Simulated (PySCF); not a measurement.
## Sc(16+): ionisation energy

Sc(16+) [He] 2s2 2p1 [2p1/2^1, M_J = 1/2] → Sc(17+) [He] 2s2, as a difference of total energies. Calculation: PySCF 2.14, in an even-tempered Gaussian basis (17 s from 3.4 bohr⁻², ratio 2.4; 11 p from 4.4 bohr⁻², ratio 2.4; 5 d from 16 bohr⁻², ratio 2.6; 5 f from 23 bohr⁻², ratio 2.6); the two-component X2C-1e Hamiltonian. Correlated levels: nothing frozen; the 34 highest virtual spinors dropped. "Screened" scales the spin-orbit matrix elements by Boettger's factors to mimic the two-electron term; Breit and QED terms are absent.

```json
{"method": "GHF (spin-free)", "ionisation energy (eV)": "1091.3"}
{"method": "GMP2 (spin-free)", "ionisation energy (eV)": "1091.0"}
{"method": "GHF (screened spin-orbit)", "ionisation energy (eV)": "1095.3"}
{"method": "GMP2 (screened spin-orbit)", "ionisation energy (eV)": "1095.0"}
```

For comparison: 1093.5 ± 0.4 eV (semi-empirical (NIST evaluation); NIST Atomic Spectra Database, ionization energies).
